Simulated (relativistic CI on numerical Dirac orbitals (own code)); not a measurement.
**Crystal-field levels of Re⁵⁺, 5d2**

Calculated by Dirac-Coulomb-Breit CI, KLI orbitals optimised for each configuration, model QED, valence Slater integrals scaled by 0.85, one configuration in a parametric crystal field (own radial code).

Field parameters in Wybourne normalisation: Oh B⁴₀ = 21Dq, B⁴₄ = √(5/14) B⁴₀. The field is a parameter set, without covalency.

S and J are read from ⟨S²⟩ = S(S + 1) and ⟨J²⟩ = J(J + 1) of each level; they are not fictitious spins.

Oh, 10Dq = 10000 cm⁻¹, the lowest 10 levels:

```tsv
E (cm⁻¹)	Degeneracy	Irrep	S	J
0.0	2	E	0.96	2.18
1004	3	T2	0.94	2.34
7361	3	T1	1.00	3.21
9993	1	A1	0.96	3.51
11522	3	T2	0.86	3.06
13388	1	A2	1.00	3.00
16660	2	E	0.38	2.95
16801	3	T1	0.97	3.64
17728	2	E	0.95	3.63
18649	3	T2	0.55	2.54
```

Oh, 10Dq = 18000 cm⁻¹, the lowest 16 levels:

```tsv
E (cm⁻¹)	Degeneracy	Irrep	S	J
0.0	2	E	0.96	2.34
757	3	T2	0.95	2.50
6640	3	T1	1.00	3.27
8509	1	A1	0.96	3.49
14012	3	T2	0.47	3.11
16062	2	E	0.21	2.99
19851	1	A2	1.00	3.00
22233	3	T2	0.83	2.82
22717	3	T1	0.98	3.49
23329	2	E	0.98	3.64
25647	1	A1	0.80	2.26
30064	3	T1	0.98	1.70
30850	3	T2	0.61	3.04
32143	1	A1	0.43	2.94
34108	2	E	0.93	2.54
36311	3	T2	0.75	2.62
```

Oh, 10Dq = 25950 cm⁻¹, the lowest 16 levels:

```
E (cm⁻¹)  Degeneracy  Irrep     S     J
     0.0           2      E  0.96  2.45
     557           3     T2  0.96  2.58
    6127           3     T1  1.00  3.29
    7674           1     A1  0.96  3.49
   14542           3     T2  0.24  3.15
   15563           2      E  0.16  3.08
   26939           1     A2  1.00  3.00
   28396           3     T2  0.94  2.91
   28497           1     A1  0.40  2.87
   29591           3     T1  0.98  3.43
   29996           2      E  0.99  3.53
   36904           1     A1  0.82  2.01
   37067           3     T1  0.98  1.80
   37877           3     T2  0.66  2.83
   40758           2      E  0.97  2.48
   43492           3     T2  0.61  2.64
```

The free-ion ground term has S = 1. Every field shown keeps that spin.

Levels of this model without a field, named by their leading LS term: 3F_2 0, 3F_3 7451, 3F_4 13679, 3P_0 14488, 1D_2 16593, 3P_1 18714, 1G_4 25811, 3P_2 26987 cm⁻¹.
